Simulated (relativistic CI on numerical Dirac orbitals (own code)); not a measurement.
## Gd³¹⁺: q coefficients and field-shift factors

Calculated at this level of theory: Dirac-Coulomb-Breit CI, separate exchange-only KLI orbitals for each configuration, derivatives by finite differences, unscaled Slater integrals, QED left out (own radial code, finite nucleus).

Configurations in the expansion (outside the closed core [Ar] 3d10): 4s²4p³, 4s4p⁴, 4s²4p²4d, 4p⁵, 4s4p³4d, 4s²4p²4f, 4s²4p4d², 4s²4d³, 4s4p4d³, 4s²4d²4f. Double excitations out of closed p, d and f shells are left out; levels of such configurations are missing from the list, as are those of other unlisted configurations, and high levels can miss mixing partners.

With x = (α/α₀)² − 1 an excitation energy changes as ω = ω₀ + qx; K = 2q/ω₀ is the relative enhancement. Terms are leading LS components, so labels can repeat. The field-shift factor is F = δν/δ⟨r²⟩ for the transition from the lowest level.

Lowest level 4s²4p³ ²P°3/2.

| Level | ω₀ (cm⁻¹) | q (cm⁻¹) | K | F (GHz/fm²) |
| --- | --- | --- | --- | --- |
| 4s²4p³ ⁴S°3/2 | 307005 | 391800 | 2.55 | -28 |
| 4s²4p³ ²D°5/2 | 343355 | 393500 | 2.29 | -28.2 |
| 4s²4p³ ²P°1/2 | 389360 | 395400 | 2.03 | -29.8 |
| 4s²4p³ ²P°3/2 | 701967 | 790900 | 2.25 | -61.3 |
| 4s4p⁴ ⁴P5/2 | 906532 | 444700 | 0.981 | -623 |
| 4s²4p²4d ²D3/2 | 959155 | 155600 | 0.324 | -183 |
| 4s4p⁴ ²S1/2 | 1021255 | 484800 | 0.949 | -644 |
| 4s4p⁴ ⁴P3/2 | 1059238 | 363500 | 0.686 | -432 |
| 4s²4p²4d ⁴F5/2 | 1107827 | 142300 | 0.257 | -23.8 |
| 4s4p⁴ ⁴P3/2 | 1237020 | 759800 | 1.23 | -556 |
| 4s4p⁴ ²D5/2 | 1274118 | 614300 | 0.964 | -319 |
| 4s²4p²4d ²P3/2 | 1281079 | 494800 | 0.773 | -133 |
| 4s²4p²4d ⁴D1/2 | 1282105 | 480700 | 0.75 | -121 |

At this charge energies of transitions that change n are usually good to better than 1 %, and those within a shell (Δn = 0) to a few per cent.
